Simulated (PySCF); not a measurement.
NMR data simulated for an unnamed compound:

1H NMR (600 MHz, computed): δ 3.82 (d, 6H), 2.26 (s, 6H), 2.20 (d, 2H), 0.89 (m, 1H).

13C{1H} NMR (computed): δ 59.1 (CH2), 46.0 (CH3), 3.8 (CH).

Theory: PBE0/pcSseg-1 with gauge-including orbitals, GFN2-xTB geometry, in PySCF 2.14.0 with density-fitted response routines (non-relativistic Hamiltonian, one averaged value for each set of equivalent atoms, isolated molecule, one computed conformer).

δ = σ(ref) − σ, references computed at the same level: TMS for 1H, 13C.

Problem. Which of these does the molecule contain: an aldehyde, an N-methyl group, a CF3 group, a benzene ring, a Si–H bond?

Solution. 
- An aldehyde: no.
- An N-methyl group: yes (δC 46.0; δH 2.26 (s)).
- A CF3 group: no.
- A benzene ring: no.
- A Si–H bond: yes (δH 3.82 (d)).

The data belong to SMILES [SiH3]C(CN(C)C)[SiH3], C4H15NSi2; they needn't prove each group on their own.

Carbon signals by region: 1 at 50–100 ppm, 2 below 50 ppm.

Shifts are as computed. Against solution values, carbons near 30 ppm lie about +3 ppm off and those near 130 ppm about +5 ppm. Of 1211 compounds with measured shifts, 218 miss one by over three times the rms of a fit or turn the order of signals round; such compounds aren't used in these exercises. Multiplicities follow the n + 1 count of equivalent neighbours, as no J values were calculated; m marks all less simple cases, F and P coupling included.
